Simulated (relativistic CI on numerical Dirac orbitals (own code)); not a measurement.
# Ni⁺: calculation against measurement

Computed by Dirac-Coulomb-Breit CI, KLI orbitals optimised for each configuration, model QED (radiative potential, 1s self-energy scaled to tabulated hydrogen-like ionisation energies), valence Slater integrals scaled by 0.85, P86 correlation energy added to each configuration (own radial code, finite nucleus).

Configuration list (outside the closed core [Ar]): 3d9, 3d8 4s, 3d7 4s2, 3d8 4p, 3d8 4d, 3d8 5s, 3d7 4s 4p, 3d8 5p, 3d8 6s, 3d8 4f, 3d8 5d, 3d8 6p, 3d8 5f, 3d8 5g, 3d8 6d, 3d8 6f, 3d7 4s 5s, 3d7 4p2. Levels of other configurations are missing.

| Configuration | Term (tabulated) | J | Measured (cm⁻¹) | Computed | Error | Purity (%) |
| --- | --- | --- | --- | --- | --- | --- |
| 3d9 | 2D | 5/2 | 0.0 | 0 | 0 | 99 |
| 3d9 | 2D | 3/2 | 1506.9 | 1349 | -158 | 60 |
| 3d8 4s | 4F | 9/2 | 8393.9 | -755 | -9149 | 100 |
| 3d8 4s | 4F | 7/2 | 9330.0 | 160 | -9171 | 98 |
| 3d8 4s | 4F | 5/2 | 10115.7 | 918 | -9198 | 99 |
| 3d8 4s | 4F | 3/2 | 10663.9 | 1507 | -9156 | 60 |
| 3d8 4s | 2F | 7/2 | 13550.4 | 4892 | -8659 | 98 |
| 3d8 4s | 2F | 5/2 | 14995.6 | 6304 | -8692 | 98 |
| 3d8 4s | 4P † | 5/2 | 23108.3 | 16839 | -6269 | 64 |
| 3d8 4s | 2D † | 3/2 | 23796.2 | 15353 | -8444 | 89 |
| 3d8 4s | 4P † | 3/2 | 24788.2 | 16864 | -7924 | 91 |
| 3d8 4s | 4P † | 1/2 | 24835.9 | 17039 | -7797 | 99 |
| 3d8 4s | 2D † | 5/2 | 25036.4 | 14917 | -10120 | 64 |
| 3d8 4s | 2P | 3/2 | 29070.9 | 21738 | -7333 | 97 |
| 3d8 4s | 2P | 1/2 | 29593.5 | 22283 | -7311 | 99 |
| 3d8 4s | 2G | 9/2 | 32499.5 | 23007 | -9493 | 99 |
| 3d8 4s | 2G | 7/2 | 32523.5 | 23033 | -9490 | 99 |
| 3d7 4s2 | 4F | 9/2 | 51045.5 | 36084 | -14962 | 96 |
| 3d8 4p | 4D° | 7/2 | 51557.8 | 40153 | -11404 | 96 |
| 3d7 4s2 | 4F | 7/2 | 52205.9 | 37218 | -14988 | 96 |
| 3d8 4p | 4D° | 5/2 | 52738.4 | 41265 | -11473 | 96 |
| 3d7 4s2 | 4F | 5/2 | 53037.9 | 38033 | -15005 | 96 |
| 3d8 4p | 4G° | 9/2 | 53365.2 | 42144 | -11222 | 60 |
| 3d8 4p | 4G° | 11/2 | 53496.5 | 42086 | -11411 | 100 |
| 3d7 4s2 | 4F | 3/2 | 53601.2 | 38586 | -15015 | 96 |
| 3d8 4p | 4D° | 3/2 | 53634.6 | 42109 | -11526 | 97 |
| 3d8 4p | 4D° | 1/2 | 54176.3 | 42621 | -11555 | 98 |
| 3d8 4p | 4G° | 7/2 | 54262.6 | 42928 | -11335 | 69 |
| 3d8 4p | 4F° | 9/2 | 54557.1 | 43028 | -11529 | 73 |
| 3d8 4p | 4G° | 5/2 | 55018.7 | 43639 | -11379 | 84 |
| 3d8 4p | 2G° | 9/2 | 55299.7 | 44061 | -11238 | 66 |
| 3d8 4p | 4F° | 7/2 | 55417.8 | 43862 | -11556 | 67 |
| 3d8 4p | 4F° | 5/2 | 56075.3 | 44456 | -11620 | 79 |
| 3d8 4p | 2G° | 7/2 | 56371.4 | 45232 | -11139 | 78 |
| 3d8 4p | 4F° | 3/2 | 56424.5 | 44785 | -11639 | 96 |
| 3d8 4p | 2F° | 7/2 | 57080.6 | 45898 | -11183 | 79 |
| 3d8 4p | 2D° | 5/2 | 57420.2 | 46404 | -11016 | 63 |
| 3d8 4p | 2F° | 5/2 | 58493.2 | 47373 | -11121 | 61 |
| 3d8 4p | 2D° | 3/2 | 58705.9 | 47756 | -10950 | 97 |
| 3d8 4p | 2F° | 5/2 | 67694.6 | 56896 | -10799 | 83 |
| 3d7 4s2 | 4P | 5/2 | 67880.2 | 54407 | -13473 | 95 |
| 3d8 4p | 2F° | 7/2 | 68131.2 | 57152 | -10979 | 89 |
| 3d8 4p | 2D° | 3/2 | 68154.3 | 57520 | -10635 | 78 |
| 3d7 4s2 | 4P | 3/2 | 68156.6 | 54688 | -13468 | 91 |
| 3d7 4s2 | 4P | 1/2 | 68709.8 | 55217 | -13493 | 94 |
| 3d8 4p | 2D° | 5/2 | 68736.0 | 58025 | -10711 | 64 |
| 3d8 4p | 2P° | 3/2 | 68965.6 | 58001 | -10965 | 70 |
| 3d7 4s2 | 2G | 9/2 | 70358.9 | 54346 | -16013 | 93 |
| 3d8 4p | 4D° | 5/2 | 70635.5 | 60231 | -10405 | 90 |
| 3d8 4p | 4D° | 3/2 | 70706.8 | 60315 | -10392 | 94 |
| 3d8 4p | 4D° † | 1/2 | 70748.7 | 60360 | -10389 | 97 |
| 3d8 4p | 4D° † | 7/2 | 70778.1 | 60204 | -10575 | 88 |
| 3d7 4s2 | 2G | 7/2 | 71457.7 | 55418 | -16040 | 96 |
| 3d8 4d | 4D | 7/2 | 98467.2 | 83782 | -14685 | 88 |
| 3d8 4d | 4P | 5/2 | 98561.2 | 83823 | -14738 | 64 |
| 3d8 4d | 4H | 13/2 | 98822.6 | 84045 | -14777 | 100 |
| 3d8 4d | 4D | 1/2 | 100010.2 | 85252 | -14758 | 62 |
| 3d8 4d | 4H | 9/2 | 100332.1 | 85473 | -14859 | 57 |
| 3d8 4d | 4P | 3/2 | 100490.9 | 85665 | -14826 | 67 |
| 3d8 4d | 4P | 1/2 | 100845.4 | 86020 | -14825 | 65 |
| 3d8 4d | 4H | 7/2 | 101144.6 | 86268 | -14877 | 69 |
| 3d8 4d | 2H | 9/2 | 101357.2 | 86453 | -14904 | 59 |

Measured levels from NIST Handbook of Basic Atomic Spectroscopic Data (Sansonetti and Martin, J. Phys. Chem. Ref. Data 34, 1559 (2005)); pairs were made by configuration, J and term (by order where the table uses no LS term), so strongly mixed levels may be paired wrongly.

Mean error by configuration (cm⁻¹): 3d9 -158; 3d8 4s -8765; 3d7 4s2 -14717; 3d8 4p -11167; 3d8 4d -14806. Over the excited levels the mean absolute error is 11717 cm⁻¹ (61 of the 69 excited levels that our extract of the source holds in range could be paired, and the others can miss by more), and the median relative error of those above 1,000 cm⁻¹ is 21 %. † marks terms whose computed intervals miss the measured ones by more than a factor of 2.5, or configurations far off the rest, from wrong mixing, a near crossing or a doubtful label or measurement; they are left out of the means.

Transition probabilities of persistent lines. The last column rescales the computed rate by the cube of measured over computed energy:

```tsv
λ measured (Å)	Lower	Upper	A tabulated (s⁻¹)	A computed	A rescaled
1741.55 vacuum	3d9 2D_5/2	3d8 4p 2D°_5/2	9.39e+07	5.36e+07	1.02e+08
2165.55 air	3d8 4s 4F_9/2	3d8 4p 4F°_9/2	2.36e+08	2.01e+08	2.35e+08
2174.67 air	3d8 4s 4F_7/2	3d8 4p 2G°_9/2	1.56e+08	9.21e+07	1.06e+08
2206.72 air	3d8 4s 4F_5/2	3d8 4p 4F°_7/2	1.52e+08	2.12e+08	2.49e+08
2216.48 air	3d8 4s 4F_9/2	3d8 4p 4G°_11/2	3.57e+08	3.78e+08	4.41e+08
2270.21 air	3d8 4s 4F_7/2	3d8 4p 4G°_9/2	1.61e+08	1.55e+08	1.79e+08
2316.04 air	3d8 4s 4F_9/2	3d8 4p 4D°_7/2	2.90e+08	3.08e+08	3.62e+08
```
